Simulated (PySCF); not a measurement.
# One molecule, several mistakes: AlBClGeH4

All numbers below are calculated, not measured. The program is PySCF 2.14.0, an open-source quantum chemistry code, run on an isolated molecule that a program drew, which may never have been made. The molecule is AlBClGeH4 (charge 0, doublet), drawn as the SMILES string `[AlH][GeH2][BH]Cl`.

Each row is a Hartree-Fock (HF) and frozen-core CCSD(T) single point in the cc-pV(D+d)Z basis, meant for a local HF minimum. Run 1 is clean. Each other run has one planted mistake out of seven kinds, and not every kind appears here: one electron removed, one electron added, multiplicity raised by two, geometry at a saddle point, minimal basis STO-3G, one bond length entered in bohr, all coordinates scaled. The reference is restricted for singlets and unrestricted otherwise, and also for a bond in bohr. Adding or removing an electron swaps singlet and doublet. Electrons count all cores. HOMO and LUMO are orbital energies over both spins, the gradient is its largest component, and the lowest frequency (negative if imaginary) is given only where the gradient is small. Bond lengths are over the 7 bonds as drawn. T1 is the CCSD diagnostic: over 0.02 (restricted) or 0.045 (unrestricted) a single reference is doubtful. Germanium has the cc-pVDZ-PP basis, with a core potential (ECP10MDF) in place of its 10 inner electrons, and its 3s, 3p and 3d shells are frozen in CCSD(T).

Geometry of the clean run:
```xyz
8
AlBClGeH4, angstrom
Al    0.7191    1.8655    1.1808
Ge   -1.4071    0.7754    0.3227
B    -1.1484   -1.2682    0.0447
Cl   -0.4989   -1.8949   -1.4759
H     1.8011    0.9651    1.9297
H    -2.5122    1.0224    1.3679
H    -1.8538    1.4491   -0.9833
H    -1.3506   -2.0793    0.8979
```

| run | electrons | basis functions | <S^2> | HOMO (eV) | LUMO (eV) | gradient (hartree/bohr) | lowest frequency (cm^-1) | mean bond (Å) | longest bond (Å) | T1 | HF (hartree) | CCSD(T) (hartree) | mistake |
|---|---|---|---|---|---|---|---|---|---|---|---|---|---|
| 1 | 71 | 103 | 0.763 | -7.81 | 0.31 | 1.3e-05 | 37 | 1.7502 | 2.539 | 0.0182 | -1021.80900 | -1022.23942 | no fault |
| 2 | 71 | 103 | 3.773 | -6.32 | -2.11 | 4.4e-02 | - | 1.7502 | 2.539 | 0.0280 | -1021.69691 | -1022.11786 | multiplicity raised by two |
| 3 | 72 | 103 | 0.000 | -0.97 | 5.42 | 3.7e-02 | - | 1.7502 | 2.539 | 0.0283 | -1021.81368 | -1022.28215 | one electron added |
| 4 | 70 | 103 | 0.000 | -14.79 | -6.29 | 3.3e-02 | - | 1.7502 | 2.539 | 0.0198 | -1021.54868 | -1021.97659 | one electron removed |
| 5 | 71 | 103 | 1.418 | -8.00 | 0.20 | 1.7e-02 | - | 1.9020 | 2.539 | 0.0587 | -1021.69066 | -1022.12331 | ? |
| 6 | 71 | 103 | 0.762 | -7.75 | 0.35 | 1.6e-02 | - | 1.7152 | 2.488 | 0.0180 | -1021.80634 | -1022.23622 | ? |

**Which mistake was planted in run 5, and what did it cost?**

The mean bond changes by a factor of 1.087 and the longest by 1.000, so the molecule wasn't scaled as a whole. A length L in bohr read as angstrom grows by (1/0.5292 - 1) L = 0.890 L. The 7 bonds together grew by 7 x 0.1518 = 1.063 Å, which gives L = 1.194 Å. That is bond B3-H8, 1.194 Å in the clean geometry. So the mistake is: one bond length entered in bohr. Subtracting run 1 and multiplying by 627.51 kcal/mol a hartree, the energy moved by 74.3 kcal/mol in HF and 72.9 kcal/mol in CCSD(T).

**Which mistake was planted in run 6, and what did it cost?**

The mean and the longest bond both change by the same factor, 0.980, and the gradient is no longer small. So the mistake is: all coordinates scaled. Subtracting run 1 and multiplying by 627.51 kcal/mol a hartree, the energy moved by 1.7 kcal/mol in HF and 2.0 kcal/mol in CCSD(T).

Cautions from the logs. Run 3: T1 is over the limit, so its CCSD(T) energy is less reliable; run 5: T1 is over the limit, so its CCSD(T) energy is less reliable.
